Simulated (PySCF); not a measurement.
Zr(OH)3 (H3O3Zr), SMILES [OH][Zr+]([OH])[OH], charge +1, multiplicity 1.

Coordinates come from a B3LYP-D3(BJ)/def2-SVP optimisation. The multiplicity is an assumed one; other spin states were not compared. The isomer is the one that the SMILES or the coordinates give; other isomers of the formula were not compared. The def2 effective core potentials stand for the cores of Zr; spin–orbit coupling is left out. One conformer was computed; it need not be the lowest.

Calculation: TDA-LC-ωPBE/def2-SVPD in PySCF 2.14.0.

Vertical excitations; the highest root listed may be one member of a degenerate set. Gas-phase values at a fixed geometry. State labels are in the subgroup Cs.

Q: Give excitation energies, oscillator strengths and character. (The exact figures need the calculation; the answer reports its results.)

A: 
```tsv
state	symmetry	energy (eV)	λ (nm)	f	main pairs
S1	A"	5.73	216	0.000	HOMO→LUMO 94 %
S2	A"	6.27	198	0.019	HOMO−2→LUMO (degenerate set)
S3	A'	6.27	198	0.019	HOMO−3→LUMO (degenerate set)
S4	A'	6.30	197	0.026	HOMO−1→LUMO 93 %
S5	A"	6.82	182	0.001	HOMO−5→LUMO (degenerate set)
S6	A'	6.82	182	0.001	HOMO−4→LUMO (degenerate set)
S7	A"	6.87	180	0.000	HOMO→LUMO+1 (degenerate set)
S8	A'	6.87	180	0.000	HOMO→LUMO+2 (degenerate set)
S9	A"	7.39	168	0.000	HOMO−2→LUMO+1 41 %, HOMO−3→LUMO+2 41 %
S10	A'	7.60	163	0.000	HOMO−1→LUMO+1 60 %, HOMO−3→LUMO+1 14 %, HOMO−2→LUMO+2 14 %
T1	A"	5.69	218	0	HOMO→LUMO 93 %
T2	A'	5.96	208	0	HOMO−1→LUMO 89 %
T3	A"	6.09	203	0	HOMO−2→LUMO (degenerate set)
T4	A'	6.09	203	0	HOMO−3→LUMO (degenerate set)
```
Triplets are in the Tamm–Dancoff approximation.
